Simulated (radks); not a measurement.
Results of a calculation; reference values are marked as such.
Q: All-electron atom: Cu II in [Ar] 3d10. Code: a radial shooting solver on a logarithmic mesh with Libxc functionals. Model: scalar-relativistic Kohn-Sham, r2SCAN, spin-unpolarised, spherical densities, finite nucleus; meta-GGA in the generalised Kohn-Sham scheme; Fermi nuclear charge, rms radius 3.8823 fm. Some entries of the table are withheld. Estimate them.

| orbital | occ. | eigenvalue (hartree) | <1/r> (bohr^-1) |
|---|---|---|---|
| 1s | 2 | (1) | (2) |
| 2s | 2 | -39.72673 | 6.345 |
| 2p | 6 | (3) | 6.211 |
| 3s | 2 | (4) | 1.993 |
| 3p | 6 | -3.04944 | (5) |
| 3d | 10 | (6) | 1.385 |

A: 
(1) 1s eigenvalue (hartree): -326.5919
(2) 1s <1/r> (bohr^-1): 29.15
(3) 2p eigenvalue (hartree): -34.26282
(4) 3s eigenvalue (hartree): -4.66893
(5) 3p <1/r> (bohr^-1): 1.835
(6) 3d eigenvalue (hartree): -0.50094
